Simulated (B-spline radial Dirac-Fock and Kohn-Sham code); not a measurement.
**Zn²⁺ 3d3/2: cross section and angular parameters**

System: the Zn²⁺ ion, [Ar] 3d10; threshold 38.33 eV (orbital energy of the model). Level of theory: Dirac-Hartree-Slater photoionisation with a Latter tail; cross sections with all multipoles, angular parameters from the dipole term and its interference with E2; a radial B-spline solver.

For linearly polarised light dσ/dΩ = σ/(4π) [1 + β P₂(cos θ) + (δ + γ cos²θ) sin θ cos φ], with θ from the polarisation vector and φ the angle between the beam and the projection of the electron momentum on the plane normal to the polarisation.

| hν (eV) | σ (kb) | β | γ | δ |
| --- | --- | --- | --- | --- |
| 53 | 3670 | 0.090 | -0.004 | 0.010 |
| 59.9 | 3730 | 0.155 | -0.003 | 0.011 |
| 68.3 | 3690 | 0.239 | -0.001 | 0.013 |
| 98.5 | 3250 | 0.522 | 0.006 | 0.015 |
| 111 | 2960 | 0.610 | 0.009 | 0.016 |
| 171 | 1690 | 0.894 | 0.026 | 0.021 |
| 175 | 1620 | 0.907 | 0.027 | 0.021 |
| 197 | ? | ? | ? | ? |
| 241 | 889 | 1.061 | 0.055 | 0.026 |
| 640 | 71.0 | 1.213 | 0.256 | 0.047 |
| 736 | 46.3 | 1.198 | 0.304 | 0.052 |
| 1000 | 17.3 | 1.134 | 0.417 | 0.067 |
| 1253.6 | 8.12 | 1.066 | 0.504 | 0.081 |
| 1530 | 4.07 | 0.997 | 0.580 | 0.097 |
| 1770 | 2.42 | 0.942 | 0.635 | 0.111 |
| 1880 | 1.95 | 0.919 | 0.657 | 0.117 |
| 2000 | 1.56 | 0.895 | 0.679 | 0.124 |
| 2900 | 0.389 | 0.753 | 0.806 | 0.175 |
| 2980 | 0.351 | 0.743 | 0.815 | 0.179 |
| 2984.4 | 0.349 | 0.742 | 0.815 | 0.179 |
| 3420 | 0.206 | 0.693 | 0.859 | 0.203 |
| 6000 | 0.0217 | 0.503 | 1.021 | 0.332 |
| 7540 | 0.00834 | 0.432 | 1.066 | 0.400 |
| 7880 | 0.00692 | 0.419 | 1.072 | 0.414 |
| 8047.8 | 0.00633 | 0.413 | 1.074 | 0.421 |
| 9251.7 | 0.00349 | 0.374 | 1.088 | 0.470 |
| 11800 | 0.00123 | 0.313 | 1.100 | 0.564 |
| 12000 | 0.00114 | 0.309 | 1.101 | 0.571 |
| 12200 | 0.00106 | 0.305 | 1.101 | 0.578 |
| 12600 | 0.000922 | 0.298 | 1.102 | 0.592 |

Question: Give the values at 197 eV.

Answer: σ = 1320 kb, β = 0.970, γ = 0.036, δ = 0.023.

Values without a named source are computed, but for edge energies of neutral atoms, which are taken from tables.
